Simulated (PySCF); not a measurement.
# How methods differ on the excitation energy of Cl⁺

Cl⁺ [Ne] 3s2 3p4 (3P) → Cl⁺ [Ne] 3s1 3p4 3d1 (high-spin determinant), as a difference of total energies. Computed with PySCF 2.14 in dyall-acv3z, with no relativity, point nucleus. Correlated levels: valence: [Ne] frozen; virtual orbitals above 40 to 60 times the deepest correlated orbital energy dropped. The calculations carry no spin-orbit coupling.

```json
{"method": "UHF", "excitation energy (eV)": "24.748"}
{"method": "MP2 (valence)", "excitation energy (eV)": "25.272"}
{"method": "SCS-MP2 (valence)", "excitation energy (eV)": "25.447"}
{"method": "CCSD (valence)", "excitation energy (eV)": "24.671"}
{"method": "CCSD(T) (valence)", "excitation energy (eV)": "24.461"}
```

Task: How much does correlation contribute at CCSD(T) (valence)?

Result: 24.461 − (24.748) = -0.287 eV, measured against UHF.

The upper state lies above the first ionisation limit, where it may autoionise and the basis confines it.

The promoted electron is Rydberg-like, and one or two diffuse shells describe it only roughly, which tends to raise the upper state.

The coupled-cluster amplitudes are large for the upper state (T1 above 0.03 or a double amplitude above 0.15), so a single reference is strained.

The determinant of the upper state mixes LS terms, which raises its energy above the lowest term, most at the Hartree-Fock and MP2 levels.
